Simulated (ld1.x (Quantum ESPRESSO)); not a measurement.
## caesium TM: all-electron and pseudo phase curves

Cs, norm-conserving Troullier–Martins (Kleinman–Bylander form), made with ld1.x (Quantum ESPRESSO) 7.5 (LDA (PZ), non-relativistic). Core [Kr] 4d10, reference 5s2 5p6 5d0 6s1 6p0. Waves: 5s (bound): rc 2.30 bohr; 5p (bound): rc 3.50 bohr; 5d (bound, empty): rc 3.20 bohr. Local part: the d channel. Core correction: none.

Occupied shells without a wave of their own: 6s. They enter only through the test configuration that unscreens the potential.

The phase is arctan(r·u′/u) with u = r·R(r), unwrapped; energies in Ry, scanned from -4 to 5 Ry. A pole is an energy at which the radial function vanishes at the test radius. The pseudo phase is shifted by a multiple of π to meet the all-electron one at the reference energy, and phase errors are pseudo minus all-electron; the curves can meet again beyond the range given. Levels narrower than the energy grid can be missing from the lists of poles.

For each channel, where are the poles, and over which energies does the pseudopotential scatter like the atom?

```csv
channel,radius (bohr),reference energy (Ry),"poles, all-electron","poles, pseudo",unbroken range about the reference energy with phases within 0.05 rad,phase error 1 Ry above the reference energy (rad)
s,3.81,-1.83,"-1.79, 1.67","-1.79, 2.08",below -0.3,+0.008
p,3.81,-1.01,"-0.90, 2.37","-0.90, 1.94",below 0.1,-0.027
d,3.81,-0.05,"0.51, 3.81","0.51, 3.66",below 1.6,-0.003
```

Phases in the d channel:

| E (Ry) | all-electron | pseudo |
| --- | --- | --- |
| -4.00 | 1.438 | 1.438 |
| -3.52 | 1.429 | 1.429 |
| -3.04 | 1.417 | 1.417 |
| -2.56 | 1.403 | 1.403 |
| -2.08 | 1.383 | 1.383 |
| -1.60 | 1.354 | 1.354 |
| -1.12 | 1.304 | 1.303 |
| -0.64 | 1.187 | 1.187 |
| -0.16 | 0.443 | 0.443 |
| 0.32 | -1.446 | -1.446 |
| 0.80 | -1.682 | -1.684 |
| 1.28 | -1.866 | -1.876 |
| 1.76 | -2.502 | -2.610 |
| 2.24 | -4.216 | -4.276 |
| 2.72 | -4.537 | -4.558 |
| 3.20 | -4.641 | -4.656 |
| 3.68 | -4.700 | -4.714 |
| 4.16 | -4.746 | -4.764 |
| 4.64 | -4.793 | -4.822 |
